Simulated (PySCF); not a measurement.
# Excitation energy of Ag²⁺ by level of theory

Ag²⁺ [Kr] 4d9 (2D) → Ag²⁺ [Kr] 4d8 5s1, s spin flipped, as a difference of total energies. All numbers are calculated (PySCF 2.14, the spin-free X2C one-electron Hamiltonian (Gaussian nucleus), in x2c-TZVPPall with one added diffuse shell each of s, p, d, f type (9s7p7d3f1g, 95 functions)). Correlated levels: valence: [Kr] frozen; valence and next inner shell: [Ar] 3d10 frozen. The calculations carry no spin-orbit coupling.

```json
{"method": "UHF", "excitation energy (cm⁻¹)": "64453"}
{"method": "LDA", "excitation energy (cm⁻¹)": "68555"}
{"method": "PBE", "excitation energy (cm⁻¹)": "67816"}
{"method": "PBE0", "excitation energy (cm⁻¹)": "68673"}
{"method": "r2SCAN", "excitation energy (cm⁻¹)": "66865"}
{"method": "r2SCAN0", "excitation energy (cm⁻¹)": "67406"}
{"method": "BHandHLYP", "excitation energy (cm⁻¹)": "66658"}
{"method": "M06-2X", "excitation energy (cm⁻¹)": "70838"}
{"method": "wB97X", "excitation energy (cm⁻¹)": "70678"}
{"method": "MP2 (valence)", "excitation energy (cm⁻¹)": "70969"}
{"method": "SCS-MP2 (valence)", "excitation energy (cm⁻¹)": "70337"}
{"method": "MP2 (valence and next inner shell)", "excitation energy (cm⁻¹)": "69916"}
{"method": "SCS-MP2 (valence and next inner shell)", "excitation energy (cm⁻¹)": "69202"}
```

The upper determinant mixes two multiplicities, so it lies between the two terms.
